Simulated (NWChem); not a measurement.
System: DMF (C3H7NO); SMILES O=CN(C)C

Here is an NWChem input.

```
start job
memory heap 200 mb stack 900 mb global 1100 mb
geometry units angstroms
  C      0.770340    -1.573301    -0.000429
  N      0.020792    -0.348584    -0.000298
  C     -1.416901    -0.426626    -0.001417
  C      0.632826     0.867050    -0.000068
  O      0.073174     1.939010    -0.000625
  H      1.846769    -1.348768     0.002293
  H      0.544804    -2.185765     0.890403
  H      0.548836    -2.183415    -0.893922
  H     -1.810599     0.597903    -0.000991
  H     -1.785763    -0.956809    -0.896354
  H     -1.787028    -0.958941     0.891651
  H      1.746020     0.766643     0.000784
end
basis spherical
  * library 6-31g*
end
dft
  xc b3lyp
  iterations 150
end
driver
  maxiter 120
end
task dft optimize
task dft freq
```

The level has its own optimisation; frequencies are unscaled. Brackets give each atom's bonded neighbours.

**Question.** Predict the main results of this run. (B3LYP/6-31G* (spherical d).) Quantities: r C–N [C(HNO)–N(CCC)] (Å); r C–O (Å); r C–H [C(HNO)–H(C)] (Å); highest harmonic frequency (cm⁻¹); lowest (cm⁻¹); zero-point energy (kcal/mol); dipole (D).

**Answer.** 
- r C–N [C(HNO)–N(CCC)] (Å) = 1.367
- r C–O (Å) = 1.220
- r C–H [C(HNO)–H(C)] (Å) = 1.108
- highest harmonic frequency (cm⁻¹) = 3177
- lowest (cm⁻¹) = 122
- zero-point energy (kcal/mol) = 64.6
- dipole (D) = 3.82
